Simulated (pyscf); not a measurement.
**•HN–SiH₃ (SMILES [NH][SiH3]), doublet**

Gas-phase minimum from PySCF at ωB97X-D3(BJ)/def2-SVP, one conformer. •HN–SiH₃ lies 20.8 kcal/mol over its isomer H₂N–SiH₂•, and others may lie lower still (electronic energy, ωB97M-D3(BJ)). 

```
Si
N 1 1.7693
H 2 1.0298 1 111.10
H 1 1.4857 2 109.73 3 179.60
H 1 1.4963 4 109.37 2 -120.54
H 1 1.4963 4 109.36 5 -118.76
```
Charge 0, spin multiplicity 2.

Properties at ωB97X-D3(BJ)/def2-SVP:

Harmonic wavenumbers, unscaled: 135, 567, 631, 773, 884, 935, 966, 981, 2229, 2232, 2289, 3496 cm⁻¹
Zero-point energy: 23.0 kcal/mol
Rotational symmetry number: 1
Entropy of this conformer at 298 K and 1 atm, rigid rotor and harmonic oscillator, modes under 100 cm⁻¹ raised to 100: 268.0 J/(mol K)
Dipole moment: 1.48 D
Spin expectation value S2: 0.753

Single-point totals, which compare only within one level (frozen core for MP2 and CC):

| level | total energy (hartree) |
|---|---|
| ωB97X-D3(BJ)/def2-TZVP | -346.66115 |
| PBE/def2-TZVP | -346.38977 |
| r²SCAN/def2-TZVP | -346.55861 |
| B3LYP-D3(BJ)/def2-TZVP | -346.65033 |
| PBE0-D3(BJ)/def2-TZVP | -346.42787 |
| M06-2X/def2-TZVP | -346.56197 |
| ωB97M-D3(BJ)/def2-TZVP | -346.66874 |
| UHF/def2-TZVPP | -345.71089 |
| MP2/def2-TZVPP | -346.01279 |
| CCSD/def2-TZVPP | -346.05018 |
| CCSD(T)/def2-TZVPP | -346.06083 |

Soft torsions are taken as harmonic, which can shift the entropy by several J/(mol K). The CCSD(T) − MP2 part came from Ansatz, without density fitting, on the same reference.
